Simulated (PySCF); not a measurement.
Molecule: 2-Fluoropyrimidine, C4H3FN2.

Cartesian coordinates in Å; atom numbers follow the order of the lines, from 1:
```xyz
10

F     2.5163   -0.1169   -0.1756
C     1.2068   -0.0882   -0.0694
N     0.6073   -1.2611   -0.0568
C    -0.7180   -1.2265    0.0482
C    -1.4256   -0.0303    0.1391
C    -0.6608    1.1336    0.1132
N     0.6648    1.1099    0.0081
H    -1.2336   -2.1934    0.0596
H    -2.5123   -0.0063    0.2245
H    -1.1291    2.1221    0.1789
```

Spin–spin couplings on one PBE0-D3(BJ)/def2-SVP geometry, PySCF 2.14.0 with density-fitted response routines, gas phase, non-relativistic, equivalent pairs averaged (spin–dipole term only in couplings to heteroatoms); isotopes ¹⁹F, ¹³C, ¹H, ¹⁵N; basis pcJ-1.

**Question.** How do the couplings (Hz) change with the functional? Times are CPU seconds on shared hosts with different chips, so compare them loosely.

**Answer.** 
```
functional  functions  ¹J(F1,C2)  ¹J(C4,H8)  ¹J(C5,H9)  ¹J(C4,C5)  ¹J(N3,C4)  ¹J(C2,N3)  ²J(F1,N3)  core-s
       LDA        219     -298.4      149.8      140.3       41.2        4.5       -4.3      -47.8      18
       PBE        219     -313.6      176.0      163.7       51.5        2.6       -5.7      -48.7      26
       KT2        219     -332.4      190.2      175.1       40.8        7.2        0.5      -41.1      27
     B3LYP        219     -287.8      190.7      178.6       58.5       -0.8       -9.6      -51.5      24
      PBE0        219     -286.9      181.8      169.6       56.5       -0.5       -9.2      -49.7      32
     B97-2        219     -280.5      174.2      162.1       55.7       -0.7       -8.6      -47.8      31
 BHandHLYP        219     -253.2      204.1      191.7       68.7       -6.5      -16.0      -57.3      29
 CAM-B3LYP        219     -278.6      188.4      176.8       57.8       -1.6      -10.7      -52.0      35
``` Left out for a near triplet instability: HF/pcJ-1.
